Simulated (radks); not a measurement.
Values are calculated unless marked as measured or tabulated.
Task: These are the eigenvalues of the occupied orbitals of an atom or ion with whole-number occupations (hartree). Code: a radial shooting solver on a logarithmic mesh with Libxc functionals. Model: Dirac Kohn-Sham, exchange-only PBE, spin-unpolarised, spherical densities, point nucleus.

orbital  eigenvalue
1s1/2     -180.8687
2s1/2     -21.71849
2p1/2     -18.45365
2p3/2     -18.24163
3s1/2      -4.13340
3p1/2      -3.25314
3p3/2      -3.22615

Which element is it, and in what charge state? The configuration may be excited. Open shells, if any, fill j = l - 1/2 first.

Result: Z = 22, titanium, charge +4: Ti4+ in [Ar]. The list shows which subshells hold electrons but not how many an open one holds; the 1s level, -180.87 hartree, gives Z - s = 19.0 by -(Z - s)^2/2, which with screening and relativity narrows Z to a few neighbours, and the depths of the outer levels then fix element, charge and occupations together.
